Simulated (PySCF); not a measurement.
# Radial density of V²⁺ (vanadium, charge +2)

UHF, [Ar] 3d3, high-spin 4F determinant. Computed with PySCF 2.14 in aug-cc-pVQZ-DK (9s8p6d4f3g2h, 140 functions), with scalar relativity by spin-free X2C-1e.

| r (bohr) | 4πr²ρ (e/bohr) | 4πr²(ρα − ρβ) |
| --- | --- | --- |
| 0.00113 | 0.1756 | 0.0000 |
| 0.00190 | 0.4478 | 0.0000 |
| 0.00320 | 1.119 | -0.0001 |
| 0.00539 | 2.704 | -0.0002 |
| 0.00906 | 6.157 | -0.0005 |
| 0.0152 | 12.62 | -0.0009 |
| 0.0256 | 21.59 | -0.0015 |
| 0.0431 | 27.41 | -0.0015 |
| 0.0725 | 23.57 | -0.0002 |
| 0.122 | 21.55 | 0.0080 |
| 0.205 | 29.68 | 0.0938 |
| 0.345 | 18.34 | 0.5566 |
| 0.581 | 9.280 | 1.6562 |
| 0.977 | 10.94 | 2.2299 |
| 1.64 | 2.993 | 1.1604 |
| 2.76 | 0.2209 | 0.1791 |
| 4.65 | 0.003358 | 0.0033 |

Densities and radii are taken from the X2C orbitals without a picture-change correction, which distorts them close to the nucleus.
